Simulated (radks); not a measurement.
Polarisability of the chromium ion Cr6+, [Ar], at imaginary frequency. Method: non-relativistic Kohn-Sham, PBE, spin-polarised, spherical densities, point nucleus; computed with a radial shooting solver on a logarithmic mesh with Libxc functionals. Response by self-consistent Sternheimer equations with the Hartree and adiabatic LDA kernel.

w (hartree),alpha1(iw) (bohr^3),alpha2(iw) (bohr^5)
0.00266,0.8165,0.7236
0.0143,0.8165,0.7236
0.0360,0.8163,0.7235
0.0697,0.8158,0.7233
0.118,0.8145,0.7229
0.186,0.8115,0.7218
0.280,0.8052,0.7196
0.413,0.7923,0.7150
0.605,0.7664,0.7055
0.892,0.7155,0.6855
1.35,0.6204,0.6435
2.12,0.4649,0.5571
3.59,0.2718,0.3999
6.94,0.1121,0.1917
17.5,0.02805,0.04220

Static values: alpha1 = 0.8165 bohr^3 (0.1210 angstrom^3; uncoupled 1.310), alpha2 = 0.7236 bohr^5, alpha3 = 1.376 bohr^7. C6 = 1.260, C8 = 6.905, triple-dipole C9 = 0.7481 atomic units. One-pole (London) frequency 4 C6 / (3 alpha1^2) = 2.519 hartree, against 5.454 for minus the highest occupied eigenvalue.
